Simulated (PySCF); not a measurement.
CClF, SMILES [C](Cl)F, singlet, PBE0/def2-SVP optimised geometry.

```
3

F     -1.06     0.62     0.00
C     -0.69    -0.62     0.00
Cl     1.06    -0.62     0.00
```

Density from PBE0/def2-TZVP run with PySCF 2.14.0 at that geometry.

Minimum of the electron density along straight lines between bonded atoms, close to the bond critical point (lines longer than 1.1 times the sum of covalent radii, or with two minima, are not listed):

```tsv
bond	length / Å	ρ at the minimum / e bohr⁻³	∇²ρ there / e bohr⁻⁵	position (fraction from the first atom)
F1–C2	1.286	0.302	0.18	0.67
C2–Cl3	1.744	0.205	-0.30	0.43
```
